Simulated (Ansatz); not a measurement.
`[BH2][GeH]([F])[GaH2]` + `OC[AsH2]` → `B[AsH]CO` + `[F][GeH2][GaH2]` at 500 K and 1 bar (cleavage of the B–Ge bond).

Program: Ansatz. Geometries: PBE0-D4/def2-TZVP. ΔE: electronic, gas phase. CBS: MP2 limit from def2 TZ/QZ plus the TZ coupled-cluster correction, frozen cores. For As, Ga, Ge outer-core shells are correlated without core-valence functions, which leaves a few kJ/mol of doubt a bond. Scalar relativity is left out up to krypton. Each species was taken in one conformer, which may not be the lowest.

```csv
species,CCSD(T)/CBS energy (Eh),H − E (kJ/mol),S (J/(mol·K))
`[BH2][GeH]([F])[GaH2]`,-4127.63451,165.0,446.5
`OC[AsH2]`,-2351.21112,185.3,346.0
`B[AsH]CO`,-2376.59328,229.2,395.8
`[F][GeH2][GaH2]`,-4102.26260,120.9,390.2
```

H − E and S are ideal-gas, rigid-rotor, harmonic terms from PBE0-D4/def2-TZVP, for one conformer and one mirror image of each species. 1 Eh = 2625.50 kJ/mol, R = 8.31446 J/(mol·K).

By hand: ΔE, ΔH, ΔS and ΔG.

ΔE = (-2376.59328) + (-4102.26260) − (-4127.63451) − (-2351.21112) = -0.01025 Eh = -26.9 kJ/mol. Δ(H − E) = 229.2 + 120.9 − 165.0 − 185.3 = -0.2, so ΔH = -27.1 kJ/mol. ΔS = 395.8 + 390.2 − 446.5 − 346.0 = -6.5 J/(mol·K). ΔG = -27.1 − 500 × (-6.5)/1000 = -23.9 kJ/mol.

By hand: the equilibrium constant, and the temperature at which ΔG would vanish if ΔH and ΔS stayed fixed.

log₁₀ K = −ΔG/(RT ln 10) = 2.5. ΔG = 0 at ΔH/ΔS = 4169 K, far beyond where these terms or the molecules hold.

The number of gas molecules stays the same, so ΔS is small and ΔH decides. A doubt of 5 kJ/mol in ΔE shifts log₁₀ K by 0.5 here. Other conformers and mirror images would add mixing entropy, several J/(mol·K) or more a flexible species. These are equilibria of isolated gas molecules and say nothing of rates. Largest T1 diagnostic: 0.014 (customary marks: 0.02 for closed shells, 0.045 for open ones).
